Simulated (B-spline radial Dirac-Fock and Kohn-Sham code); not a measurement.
## Binding energies of F⁺ at several levels of theory

System: the F⁺ ion in the configuration 1s2 2s2 2p4.

The density-functional columns are spherical, spin-unpolarised Dirac-Kohn-Sham results without Breit or QED terms: −ε is minus the orbital energy of the initial state and ΔSCF the difference of two total energies. The reference in the last column comes from relaxed Dirac-Fock hole states (ΔSCF) with Breit and QED corrections and a finite nucleus. All numbers are from an atomic code on a B-spline grid, in eV; a selection of levels is shown. The Kohn-Sham columns are given as differences from the reference.

```csv
level,LDA −ε − DF,LDA ΔSCF − DF,PBE −ε − DF,PBE ΔSCF − DF,Dirac-Fock
K (1s),-42.9,+5.2,-38.4,+10.0,722.5
L1 (2s),-10.9,-0.9,-10.6,-0.5,57.95
"L2,3 (2p)",-8.1,+2.0,-8.2,+1.8,36.55
```

For the outermost level NIST gives 34.97081 eV (measured); the differences from it are LDA −ε -6.51, LDA ΔSCF +3.55, PBE −ε -6.66, PBE ΔSCF +3.41, Dirac-Fock +1.58 eV. The computed values are configuration averages and the table refers to the lowest terms.
